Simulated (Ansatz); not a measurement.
The same path of CH₇FN₂OSi (13 atoms, charge 0, multiplicity 1) was run twice with different band settings. The coordinate that changes most is the dihedral F3–C2–Si4–O6.

Level of theory: Ansatz, RKS BLYP-D4/def2-SVP.

Relaxed end points:

```xyz
13
Properties=species:S:1:pos:R:3
N -0.143 -1.453 0.985
C 0.692 -0.307 0.949
F 2.074 -0.609 0.605
Si 0.075 0.898 -0.418
N -0.510 -0.058 -1.749
O -1.194 1.836 0.186
H -0.218 -1.882 0.053
H 0.169 -2.162 1.661
H 0.747 0.146 1.964
H 1.218 1.724 -0.918
H -0.201 0.175 -2.696
H -1.497 -0.331 -1.754
H -1.192 1.989 1.148
```

```xyz
13
Properties=species:S:1:pos:R:3
N 1.023 -1.664 0.494
C 0.272 -0.539 0.878
F 0.973 0.325 1.874
Si -0.115 0.661 -0.578
N -1.554 0.237 -1.438
O -0.235 2.162 0.174
H 1.873 -1.439 -0.035
H 1.249 -2.311 1.258
H -0.642 -0.865 1.419
H 1.009 0.559 -1.571
H -1.569 0.287 -2.458
H -2.478 0.439 -1.047
H 0.215 2.114 1.045
```

Common settings: movable images 5; climbing image yes; optimiser quadratic models (default); start path IDPP; force threshold 0.05 eV/Å; iteration limit 60; end points relaxed.

| run | spring |
| --- | --- |
| 1 | 5.0 eV/Å² |
| 2 | 0.1 eV/Å² |

(1) What does each run give, and how far can it be trusted?

Answers

(1) Run 1: converged after 13 iterations, highest image 0.011 eV above the first end. A vibrational analysis at the climbing image gives no mode beyond 40i cm⁻¹: the surface is too flat there to confirm a saddle point.
Run 2: converged after 13 iterations, highest image 0.011 eV above the first end. Another band between the same ends (5 images) ends at a top of the same energy, where a vibrational analysis finds no clearly imaginary modes.
